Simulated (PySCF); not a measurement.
Compound: C₇H₁₅Al.
SMILES with atom numbers: `[CH3:1][CH2:2][CH2:3][C@@H:4]1[CH2:5][CH2:6][CH2:7][AlH:8]1` (hydrogens: H9, H10, H11 on C1; H12, H13 on C2; H14, H15 on C3; H16 on C4; H17, H18 on C5; H19, H20 on C6; H21, H22 on C7; H23 on Al8)

Computed by this run: PBE0-D3(BJ)/def2-SVP geometry optimisation, gas phase (PySCF 2.14.0); density fitting, grid level 1; the optimiser is geomeTRIC in internal coordinates, started from a GFN2-xTB structure with every atom displaced at random (about 0.01 Å).

The end geometry, which sets the zero of energy:
```
atom  x, y, z in Å
C1     -3.5509    0.4320   -0.4339
C2     -2.1840   -0.2097   -0.6091
C3     -1.1407    0.2986    0.3771
C4      0.2294   -0.3506    0.2263
C5      1.2700    0.1198    1.2602
C6      2.6794   -0.3843    0.9162
C7      3.0579   -0.0247   -0.5338
Al8     1.3118   -0.1994   -1.4233
H9     -3.5005    1.5240   -0.5742
H10    -3.9503    0.2506    0.5770
H11    -4.2824    0.0382   -1.1559
H12    -2.2725   -1.3060   -0.5042
H13    -1.8236   -0.0405   -1.6404
H14    -1.5222    0.1444    1.4063
H15    -1.0477    1.3960    0.2688
H16     0.1045   -1.4483    0.3643
H17     0.9913   -0.1892    2.2846
H18     1.2837    1.2271    1.2764
H19     3.4096    0.0038    1.6476
H20     2.6924   -1.4836    1.0336
H21     3.9091   -0.6098   -0.9155
H22     3.3724    1.0366   -0.5907
H23     0.9219   -0.2103   -2.9695
```

**Question.** These geometries come from the run, each turned onto the end geometry. Order them by energy, lowest first.
A.
```
atom  x, y, z in Å
C1     -3.5163    0.4870   -0.4978
C2     -2.1720   -0.2177   -0.6018
C3     -1.1510    0.2272    0.4381
C4      0.2245   -0.4286    0.2810
C5      1.2864    0.1104    1.2694
C6      2.6964   -0.3625    0.8963
C7      3.0192    0.0319   -0.5559
Al8     1.2636   -0.2549   -1.4028
H9     -3.4025    1.5733   -0.6349
H10    -3.9776    0.3289    0.4883
H11    -4.2242    0.1276   -1.2596
H12    -2.3170   -1.3111   -0.5119
H13    -1.7508   -0.0535   -1.6098
H14    -1.5601    0.0216    1.4488
H15    -1.0392    1.3288    0.3842
H16     0.1026   -1.5126    0.4979
H17     1.0533   -0.1640    2.3141
H18     1.2676    1.2170    1.2413
H19     3.4404    0.0178    1.6185
H20     2.7231   -1.4661    0.9862
H21     3.8889   -0.5143   -0.9685
H22     3.2988    1.1076   -0.5986
H23     0.8044   -0.2791   -2.9344
```
B.
```
atom  x, y, z in Å
C1     -3.4246    0.4857   -0.5571
C2     -2.1279   -0.2476   -0.5937
C3     -1.1904    0.1993    0.5073
C4      0.2240   -0.4827    0.3526
C5      1.2731    0.1080    1.2657
C6      2.6670   -0.3610    0.8404
C7      2.9965    0.0815   -0.6037
Al8     1.1928   -0.2446   -1.3912
H9     -3.2808    1.5840   -0.6788
H10    -3.9461    0.3614    0.4044
H11    -4.1154    0.1616   -1.3428
H12    -2.3031   -1.3150   -0.4911
H13    -1.6465   -0.0664   -1.5654
H14    -1.6273   -0.0181    1.5010
H15    -1.0444    1.2755    0.4557
H16     0.0610   -1.5241    0.6601
H17     1.1062   -0.1361    2.3225
H18     1.2382    1.2128    1.2064
H19     3.4184   -0.0002    1.5485
H20     2.6624   -1.4518    0.8985
H21     3.8437   -0.4603   -0.9890
H22     3.2955    1.1201   -0.5961
H23     0.6861   -0.2673   -2.8665
```
C.
```
atom  x, y, z in Å
C1     -3.5273    0.4669   -0.4615
C2     -2.1782   -0.2166   -0.6139
C3     -1.1434    0.2542    0.4004
C4      0.2277   -0.3969    0.2572
C5      1.2732    0.1154    1.2674
C6      2.6848   -0.3693    0.9051
C7      3.0411    0.0082   -0.5466
Al8     1.2882   -0.2291   -1.4065
H9     -3.4417    1.5576   -0.5984
H10    -3.9507    0.2959    0.5422
H11    -4.2579    0.0969   -1.1971
H12    -2.3039   -1.3094   -0.5199
H13    -1.7909   -0.0542   -1.6365
H14    -1.5424    0.0696    1.4167
H15    -1.0433    1.3532    0.3302
H16     0.1109   -1.4875    0.4343
H17     1.0164   -0.1752    2.3028
H18     1.2670    1.2233    1.2578
H19     3.4205    0.0163    1.6320
H20     2.7083   -1.4694    1.0104
H21     3.9002   -0.5548   -0.9397
H22     3.3288    1.0745   -0.6047
H23     0.8714   -0.2550   -2.9438
```
D.
```
atom  x, y, z in Å
C1     -3.5169    0.4797   -0.4813
C2     -2.1723   -0.2183   -0.6090
C3     -1.1462    0.2368    0.4215
C4      0.2251   -0.4165    0.2726
C5      1.2776    0.1133    1.2701
C6      2.6885   -0.3646    0.8987
C7      3.0280    0.0229   -0.5539
Al8     1.2736   -0.2440   -1.4014
H9     -3.4144    1.5688   -0.6175
H10    -3.9619    0.3151    0.5133
H11    -4.2352    0.1170   -1.2320
H12    -2.3110   -1.3108   -0.5192
H13    -1.7660   -0.0554   -1.6239
H14    -1.5500    0.0382    1.4333
H15    -1.0392    1.3369    0.3636
H16     0.1062   -1.5027    0.4738
H17     1.0326   -0.1672    2.3111
H18     1.2628    1.2208    1.2485
H19     3.4287    0.0178    1.6225
H20     2.7137   -1.4663    0.9955
H21     3.8920   -0.5293   -0.9585
H22     3.3098    1.0931   -0.6064
H23     0.8328   -0.2706   -2.9335
```

**Answer.** C (0.004 eV), D (0.010 eV), A (0.020 eV), B (0.239 eV).

In the order of the answer:

```json
{"step": "3", "E above end (eV)": "0.004", "largest force (eV/Å)": "0.10", "rms force component (eV/Å)": "0.025", "rms distance from end (Å)": "0.052", "rms bond change (Å)": "0.001", "bond most changed (Å)": "C7–H22 -0.002"}
{"step": "2", "E above end (eV)": "0.010", "largest force (eV/Å)": "0.13", "rms force component (eV/Å)": "0.026", "rms distance from end (Å)": "0.079", "rms bond change (Å)": "0.001", "bond most changed (Å)": "C4–Al8 +0.004"}
{"step": "1", "E above end (eV)": "0.020", "largest force (eV/Å)": "0.31", "rms force component (eV/Å)": "0.069", "rms distance from end (Å)": "0.096", "rms bond change (Å)": "0.004", "bond most changed (Å)": "C3–C4 +0.008"}
{"step": "0", "E above end (eV)": "0.239", "largest force (eV/Å)": "1.78", "rms force component (eV/Å)": "0.463", "rms distance from end (Å)": "0.178", "rms bond change (Å)": "0.021", "bond most changed (Å)": "C3–C4 +0.054"}
```

The cost below is that of the whole optimisation. The run took 3.9 min on one thread, Arm Neoverse N1 (aarch64), no GPU, shared host with 64 logical CPUs at a one-minute load of 59, and the process peaked at 0.80 GiB of memory.
